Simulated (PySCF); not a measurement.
A structure optimised at PBE-D3(BJ)/def2-SVP, used in a PySCF frequency run:

```xyz
4

Sn     0.0000     0.0000     0.4328
Cl     1.9361     1.1178    -0.4243
Cl     0.0000    -2.2356    -0.4243
Cl    -1.9361     1.1178    -0.4243
```
Charge 0, spin multiplicity 2.

Task: Write its SMILES, formula and point group.

Result: [Cl][Sn]([Cl])[Cl], Cl₃Sn, C3v

Task: What are its rotational constants (standard atomic weights)?

Result: 1.6463, 1.6463, 0.95078 GHz
